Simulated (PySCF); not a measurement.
PySCF job for C2HCl2, SMILES Cl[C]=CCl, multiplicity 2, TDA-CAM-B3LYP/def2-SVPD. Geometry: B3LYP-D3(BJ)/def2-SVP. The isomer is the one that the SMILES or the coordinates give; other isomers of the formula were not compared.

```python
import numpy as np
from pyscf import gto, scf, dft, tdscf

mol = gto.M(
    atom='''
    Cl   -0.33061303    1.79526957    0.00000000
    C     0.88665121    0.65166227    0.00000000
    C     0.96609280   -0.66501348    0.00000000
    Cl   -0.43646887   -1.72058644    0.00000000
    H     1.92392837   -1.18950580    0.00000000
    ''',
    basis='def2-SVPD',
    charge=0,
    spin=1,
    max_memory=1600,
    verbose=4,
)
mf = dft.UKS(mol, xc='cam-b3lyp').density_fit(auxbasis='def2-universal-jkfit')
mf.grids.level = 3
mf.conv_tol = 1e-9
mf.max_cycle = 100
mf.kernel()
fine, coarse = mf.grids, dft.Grids(mol).set(level=1).build(with_non0tab=True)
for _ in range(3):  # follow internal instabilities
    mf.grids = coarse
    mo, _, stable, _ = mf.stability(return_status=True, nroots=4)
    mf.grids = fine
    if stable:
        break
    mf.kernel(mf.make_rdm1(mo, mf.mo_occ))
mf.grids = dft.Grids(mol).set(level=1).build(with_non0tab=True)  # coarser grid for the response kernel
td = tdscf.TDA(mf)
td.nstates = 10
td.conv_tol = 1e-4
td.positive_eig_threshold = 1e-6
td.kernel(x0=td.get_init_guess(mf, 15))
td.analyze()
```

It prints:

```
PySCF version 2.14.0

[INPUT] verbose = 4
[INPUT] num. atoms = 5
[INPUT] num. electrons = 47
[INPUT] charge = 0
[INPUT] spin (= nelec alpha-beta = 2S) = 1
[INPUT] symmetry False subgroup None
[INPUT] Mole.unit = angstrom
[INPUT] Symbol           X                Y                Z      unit          X                Y                Z       unit  Magmom
[INPUT]  1 Cl    -0.330613030000   1.795269570000   0.000000000000 AA   -0.624768079913   3.392567807066   0.000000000000 Bohr   0.0
[INPUT]  2 C      0.886651210000   0.651662270000   0.000000000000 AA    1.675527954914   1.231463216012   0.000000000000 Bohr   0.0
[INPUT]  3 C      0.966092800000  -0.665013480000   0.000000000000 AA    1.825650802914  -1.256693346344   0.000000000000 Bohr   0.0
[INPUT]  4 Cl    -0.436468870000  -1.720586440000   0.000000000000 AA   -0.824806626198  -3.251437145240   0.000000000000 Bohr   0.0
[INPUT]  5 H      1.923928370000  -1.189505800000   0.000000000000 AA    3.635697702581  -2.247840185582   0.000000000000 Bohr   0.0

nuclear repulsion = 170.798965173186
number of shells = 42
number of NR pGTOs = 160
number of NR cGTOs = 102
basis = def2-SVPD
ecp = {}


[settings echo left out]
init E= -997.223937298276
  alpha nocc = 24  HOMO = -0.205047684119918  LUMO = -0.0121270374719948
  beta  nocc = 23  HOMO = -0.264241583121877  LUMO = -0.205047684119919

WARN: HOMO -0.205047684119918 >= LUMO -0.205047684119919

cycle= 1 E= -996.718789451319  delta_E= 0.505  |g|= 0.215  |ddm|= 2.29
  alpha nocc = 24  HOMO = -0.344861285744266  LUMO = -0.014723675592903
  beta  nocc = 23  HOMO = -0.339103562764238  LUMO = -0.144292594941595
  HOMO = -0.339103562764  LUMO = -0.144292594942  gap/eV = 5.30108
cycle= 2 E= -996.721928846272  delta_E= -0.00314  |g|= 0.234  |ddm|= 1.04
  alpha nocc = 24  HOMO = -0.325032032303259  LUMO = 0.0318739226772169
  beta  nocc = 23  HOMO = -0.323721132836771  LUMO = -0.0895719415659886
  HOMO = -0.323721132837  LUMO = -0.089571941566  gap/eV = 6.37152
cycle= 3 E= -996.752572607223  delta_E= -0.0306  |g|= 0.0347  |ddm|= 0.479
  alpha nocc = 24  HOMO = -0.331560287841574  LUMO = 0.0321132550085363
  beta  nocc = 23  HOMO = -0.324897045926652  LUMO = -0.0881375883525761
  HOMO = -0.324897045927  LUMO = -0.0881375883526  gap/eV = 6.44255
cycle= 4 E= -996.753522952084  delta_E= -0.00095  |g|= 0.0174  |ddm|= 0.0886
  alpha nocc = 24  HOMO = -0.33259407467204  LUMO = 0.0314090091141397
  beta  nocc = 23  HOMO = -0.326117433826363  LUMO = -0.0852685661619086
  HOMO = -0.326117433826  LUMO = -0.0852685661619  gap/eV = 6.55383
cycle= 5 E= -996.753799177766  delta_E= -0.000276  |g|= 0.00856  |ddm|= 0.038
  alpha nocc = 24  HOMO = -0.332247486578038  LUMO = 0.0320710981434758
  beta  nocc = 23  HOMO = -0.325663252834206  LUMO = -0.0847839291870494
  HOMO = -0.325663252834  LUMO = -0.084783929187  gap/eV = 6.55466
cycle= 6 E= -996.753889183122  delta_E= -9e-05  |g|= 0.00418  |ddm|= 0.0187
  alpha nocc = 24  HOMO = -0.332325240971783  LUMO = 0.0321170808547255
  beta  nocc = 23  HOMO = -0.325861130530666  LUMO = -0.084157058608112
  HOMO = -0.325861130531  LUMO = -0.0841570586081  gap/eV = 6.57710
cycle= 7 E= -996.753938938987  delta_E= -4.98e-05  |g|= 0.00242  |ddm|= 0.0147
  alpha nocc = 24  HOMO = -0.332371527127365  LUMO = 0.0323030922052463
  beta  nocc = 23  HOMO = -0.32592564909645  LUMO = -0.0840190362652526
  HOMO = -0.325925649096  LUMO = -0.0840190362653  gap/eV = 6.58261
cycle= 8 E= -996.753970797167  delta_E= -3.19e-05  |g|= 0.00134  |ddm|= 0.0137
  alpha nocc = 24  HOMO = -0.332451296266165  LUMO = 0.0324182197287768
  beta  nocc = 23  HOMO = -0.32606733107218  LUMO = -0.0838861955807149
  HOMO = -0.326067331072  LUMO = -0.0838861955807  gap/eV = 6.59008
cycle= 9 E= -996.753982249212  delta_E= -1.15e-05  |g|= 0.000567  |ddm|= 0.00981
  alpha nocc = 24  HOMO = -0.332400620896914  LUMO = 0.0324890774399198
  beta  nocc = 23  HOMO = -0.326029526963718  LUMO = -0.0838313002385389
  HOMO = -0.326029526964  LUMO = -0.0838313002385  gap/eV = 6.59055
cycle= 10 E= -996.753983869786  delta_E= -1.62e-06  |g|= 0.000206  |ddm|= 0.00397
  alpha nocc = 24  HOMO = -0.332435194187207  LUMO = 0.0324839421755523
  beta  nocc = 23  HOMO = -0.326069905218179  LUMO = -0.083845266591831
  HOMO = -0.326069905218  LUMO = -0.0838452665918  gap/eV = 6.59127
cycle= 11 E= -996.753984016384  delta_E= -1.47e-07  |g|= 7.76e-05  |ddm|= 0.00136
  alpha nocc = 24  HOMO = -0.33243350664206  LUMO = 0.0324802264062658
  beta  nocc = 23  HOMO = -0.326068252445429  LUMO = -0.0838485043319346
  HOMO = -0.326068252445  LUMO = -0.0838485043319  gap/eV = 6.59114
cycle= 12 E= -996.753984024152  delta_E= -7.77e-09  |g|= 5.63e-05  |ddm|= 0.000324
  alpha nocc = 24  HOMO = -0.332426571950959  LUMO = 0.0324916118924299
  beta  nocc = 23  HOMO = -0.326062051555152  LUMO = -0.0838362111414681
  HOMO = -0.326062051555  LUMO = -0.0838362111415  gap/eV = 6.59130
cycle= 13 E= -996.753984026668  delta_E= -2.52e-09  |g|= 1.96e-05  |ddm|= 0.000179
  alpha nocc = 24  HOMO = -0.33242898499246  LUMO = 0.0324893885565412
  beta  nocc = 23  HOMO = -0.326064253348164  LUMO = -0.0838390968420684
  HOMO = -0.326064253348  LUMO = -0.0838390968421  gap/eV = 6.59128
cycle= 14 E= -996.753984026908  delta_E= -2.39e-10  |g|= 8.07e-06  |ddm|= 4.94e-05
  alpha nocc = 24  HOMO = -0.332429594923349  LUMO = 0.0324885101170667
  beta  nocc = 23  HOMO = -0.326065053153112  LUMO = -0.0838387298757706
  HOMO = -0.326065053153  LUMO = -0.0838387298758  gap/eV = 6.59131
Extra cycle  E= -996.753984026919  delta_E= -1.11e-11  |g|= 8.99e-06  |ddm|= 2.17e-05
converged SCF energy = -996.753984026919  <S^2> = 0.76524713  2S+1 = 2.0151894
tot grids = 25464
uhf_internal: lowest eigs of H = [0.14508074 0.18827337 0.34772773 0.35632545]
<class 'pyscf.df.df_jk.DFUKS'> wavefunction is stable in the internal stability analysis
tot grids = 25464
Overwritten attributes  positive_eig_threshold  of <class 'pyscf.tdscf.uks.TDA'>


******** <class 'pyscf.tdscf.uks.TDA'> for <class 'pyscf.df.df_jk.DFUKS'> ********
nstates = 10
deg_eia_thresh = 1.000e-03
wfnsym = None
conv_tol = 0.0001
eigh lindep = 1e-12
eigh level_shift = 0
eigh max_cycle = 100


Excitation energies (eV)
[2.1201273  4.26391307 4.85021068 5.09706888 5.3933172  5.53343071
 6.01388069 6.11141715 6.34206134 6.57697377]

** Excitation energies and oscillator strengths **
Excited State   1:      2.12013 eV    584.80 nm  f=0.0005
      19b ->   24b      0.12840
      23b ->   24b      0.97869
Excited State   2:      4.26391 eV    290.78 nm  f=0.0005
      19a ->   25a      0.16209
      24a ->   25a      0.68899
      19b ->   25b     -0.15366
      23b ->   25b     -0.66405
Excited State   3:      4.85021 eV    255.63 nm  f=0.0021
      22b ->   24b      0.96907
      22b ->   26b     -0.13018
Excited State   4:      5.09707 eV    243.25 nm  f=0.0015
      23a ->   25a      0.96913
      19b ->   24b     -0.12112
Excited State   5:      5.39332 eV    229.88 nm  f=0.0008
      24a ->   26a     -0.16923
      19b ->   24b     -0.23799
      21b ->   24b      0.86959
      23b ->   26b      0.27109
      23b ->   27b      0.12707
      23b ->   31b      0.13200
Excited State   6:      5.53343 eV    224.06 nm  f=0.0328
      23a ->   26a     -0.18148
      20b ->   24b     -0.95184
Excited State   7:      6.01388 eV    206.16 nm  f=0.0003
      24a ->   26a      0.75930
      24a ->   27a      0.14135
      24a ->   29a      0.12302
      24a ->   31a      0.19384
      24a ->   33a     -0.16602
      19b ->   24b     -0.24059
      21b ->   24b      0.26498
      23b ->   26b     -0.33733
      23b ->   31b     -0.11636
      23b ->   33b      0.10011
Excited State   8:      6.11142 eV    202.87 nm  f=0.0103
      23a ->   26a      0.84221
      23a ->   28a     -0.14966
      23a ->   29a      0.22587
      23a ->   31a      0.16091
      23a ->   33a     -0.16823
      23a ->   35a     -0.12372
      24a ->   25a     -0.20435
      20b ->   24b     -0.18677
      23b ->   25b     -0.19468
Excited State   9:      6.34206 eV    195.50 nm  f=0.0012
      23a ->   25a      0.11681
      24a ->   26a      0.22722
      19b ->   24b      0.84441
      21b ->   24b      0.21581
      21b ->   26b     -0.15441
      23b ->   24b     -0.12154
      23b ->   27b      0.21465
      23b ->   28b      0.10229
Excited State  10:      6.57697 eV    188.51 nm  f=0.0000
      24a ->   26a     -0.41570
      19b ->   24b      0.10490
      21b ->   24b      0.22994
      23b ->   26b     -0.78049
      23b ->   27b     -0.10608
      23b ->   31b     -0.18150
      23b ->   33b      0.17965

** Transition electric dipole moments (AU) **
state          X           Y           Z        Dip. S.      Osc.
  1         0.0000     -0.0000      0.0963      0.0093      0.0005
  2        -0.0278      0.0597      0.0000      0.0043      0.0005
  3         0.0042     -0.1329     -0.0000      0.0177      0.0021
  4         0.0000     -0.0000      0.1097      0.0120      0.0015
  5        -0.0000      0.0000     -0.0757      0.0057      0.0008
  6        -0.3649      0.3304      0.0000      0.2423      0.0328
  7         0.0000     -0.0000     -0.0483      0.0023      0.0003
  8        -0.1243      0.2311     -0.0000      0.0689      0.0103
  9        -0.0000      0.0000      0.0883      0.0078      0.0012
 10         0.0000     -0.0000     -0.0082      0.0001      0.0000

** Transition velocity dipole moments (imaginary part, AU) **
state          X           Y           Z        Dip. S.      Osc.
  1         0.0000      0.0000      0.0012      0.0000      0.0000
  2        -0.0082     -0.0007      0.0000      0.0001      0.0003
  3         0.0223     -0.0329      0.0000      0.0016      0.0059
  4         0.0000     -0.0000     -0.0119      0.0001      0.0005
  5         0.0000      0.0000     -0.0315      0.0010      0.0033
  6         0.0109      0.0215      0.0000      0.0006      0.0019
  7         0.0000     -0.0000     -0.0380      0.0014      0.0044
  8        -0.0483      0.0343     -0.0000      0.0035      0.0104
  9         0.0000      0.0000     -0.0291      0.0008      0.0024
 10         0.0000     -0.0000      0.0940      0.0088      0.0244

** Transition magnetic dipole moments (imaginary part, AU) **
state          X           Y           Z
  1         0.3268     -0.4488     -0.0000
  2         0.0000      0.0000     -0.0204
  3         0.0000     -0.0000      0.2326
  4        -0.3015      0.6743      0.0000
  5         0.1952     -0.1841      0.0000
  6        -0.0000     -0.0000      0.0374
  7         0.0484     -0.0275      0.0000
  8         0.0000      0.0000     -0.2996
  9         0.0096     -0.1169     -0.0000
 10         0.0590     -0.2146      0.0000
```

The calculation finished and met its thresholds.

Cost: around 70 core-seconds (rough).
